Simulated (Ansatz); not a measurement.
Geometry optimisation, Ansatz, RHF/def2-SVP.

The input (input.yaml):

```yaml
crystal:
  periodic: [false, false, false]
  atoms:
    - { symbol: C, position_ang: [-1.8954, -0.2184, -0.9217] }
    - { symbol: Si, position_ang: [-0.2439, -0.9363, -0.982] }
    - { symbol: "N", position_ang: [-0.1737, -2.2498, 0.2104] }
    - { symbol: Ge, position_ang: [1.4001, 0.7, -0.4791] }
    - { symbol: Si, position_ang: [0.8654, 1.5199, 1.6112] }
    - { symbol: H, position_ang: [-2.701, -0.9314, -1.1768] }
    - { symbol: H, position_ang: [-1.9753, 0.6501, -1.6727] }
    - { symbol: H, position_ang: [-2.1002, 0.2485, 0.0742] }
    - { symbol: H, position_ang: [0.0269, -1.4548, -2.2813] }
    - { symbol: H, position_ang: [0.8449, -2.6006, 0.2293] }
    - { symbol: H, position_ang: [-0.2971, -1.8139, 1.1827] }
    - { symbol: H, position_ang: [2.7629, 0.0713, -0.4702] }
    - { symbol: H, position_ang: [1.1943, 1.8583, -1.5352] }
    - { symbol: H, position_ang: [0.9058, 0.4464, 2.6281] }
    - { symbol: H, position_ang: [1.8457, 2.5494, 1.9758] }
    - { symbol: H, position_ang: [-0.4824, 2.1386, 1.6516] }
basis:
  gaussian: { orbitals: def2-SVP }
hamiltonian:
  xc: hf
relax:
  f_tol: 0.015
  max_steps: 40
output:
  orbitals: {}
```

Launched with:

```bash
$ ansatz run input.yaml --threads 2 --pin off --max-ram 3072MiB --backend cpu --events-out ev --progress --plain --runs-dir out
```

Task: Where does it end, and by what steps?

Result: It converged. The force dipped under the threshold on the way, but the program's further checks kept it going. After 10 steps the energy has fallen by 0.732 eV; H10 moved furthest, 0.48 Å.

```json
{"step": "0", "energy less start (eV)": "0.0000", "largest force component (eV/Å)": "2.716", "accepted": "yes"}
{"step": "1", "energy less start (eV)": "-0.5740", "largest force component (eV/Å)": "1.013", "accepted": "yes"}
{"step": "2", "energy less start (eV)": "-0.6631", "largest force component (eV/Å)": "0.818", "accepted": "yes"}
{"step": "3", "energy less start (eV)": "-0.7009", "largest force component (eV/Å)": "0.446", "accepted": "yes"}
{"step": "4", "energy less start (eV)": "-0.7262", "largest force component (eV/Å)": "0.176", "accepted": "yes"}
{"step": "5", "energy less start (eV)": "-0.6988", "largest force component (eV/Å)": "0.501", "accepted": "no"}
{"step": "6", "energy less start (eV)": "-0.7297", "largest force component (eV/Å)": "0.052", "accepted": "yes"}
{"step": "7", "energy less start (eV)": "-0.7310", "largest force component (eV/Å)": "0.013", "accepted": "yes"}
{"step": "8", "energy less start (eV)": "-0.7315", "largest force component (eV/Å)": "0.041", "accepted": "yes"}
{"step": "9", "energy less start (eV)": "-0.7310", "largest force component (eV/Å)": "0.181", "accepted": "no"}
{"step": "10", "energy less start (eV)": "-0.7318", "largest force component (eV/Å)": "0.008", "accepted": "yes"}
```

```xyz
16
Properties=species:S:1:pos:R:3
C -1.978 -0.256 -0.977
Si -0.235 -0.971 -0.970
N -0.152 -2.280 0.163
Ge 1.359 0.793 -0.471
Si 0.986 1.734 1.724
H -2.704 -1.036 -1.219
H -2.072 0.544 -1.714
H -2.243 0.158 -0.001
H 0.112 -1.530 -2.300
H 0.571 -2.969 0.092
H -0.439 -2.162 1.115
H 2.796 0.236 -0.505
H 1.297 1.939 -1.501
H 1.005 0.653 2.744
H 2.020 2.735 2.082
H -0.346 2.389 1.782
```

The run took 40 s on 2 threads of Intel(R) Xeon(R) Platinum 8488C (Sapphire Rapids), on a shared host, peak memory 0.48 GiB.
